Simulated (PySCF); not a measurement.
C3H2BrF.

```xyz
7

C     -0.8173     2.7734     0.0000
C     -0.1385     1.6562     0.0000
C      0.5179     0.5271     0.0000
F      1.8385     0.4339     0.0000
Br    -0.3341    -1.1477     0.0000
H     -1.1130     3.2621    -0.9361
H     -1.1130     3.2621     0.9361
```

The structure is a stationary point at PBE0-D3(BJ)/def2-SVP.

Calculation: PBE/pcSseg-1 run with PySCF. Non-relativistic, no solvent.

Problem. Give the absolute GIAO shielding of each atom: isotropic value and principal components (ppm). (The exact figures need the calculation; the answer reports its results.)

Solution. 
```
atom  σ(iso)     σ11     σ22     σ33    span
----  ------  ------  ------  ------  ------
C1      81.8     6.3    77.1   161.9   155.6
C2     -32.1   -55.6   -45.7     5.0    60.6
C3      32.0   -10.7    49.6    56.9    67.6
F4     253.8   172.8   263.1   325.4   152.6
Br5   1874.1  1211.4  1741.2  2669.8  1458.5
H6      25.2    23.5    24.1    28.0     4.5
H7      25.2    23.5    24.1    28.0     4.5
```
